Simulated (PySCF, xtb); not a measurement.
Br2GaHO, SMILES [Br][Ga]([OH])[Br]. Other conformers were not sampled.

Harmonic wavenumbers (cm⁻¹) from GFN2-xTB run with xtb 6.7.1 at its own minimum, in rising order: 71, 105, 131, 235, 319, 339, 465, 588, 3636.

### Question
What does PBE0-D3(BJ)/def2-SVP in PySCF 2.14.0 give at its own minimum? (The exact figures need the calculation; the answer reports its results.)

### Answer
87, 143, 153, 272, 350, 356, 733, 822, 3899. Paired by order, the mean absolute difference is 103 cm⁻¹ and the zero-point energies are 8.4 and 9.7 kcal/mol.
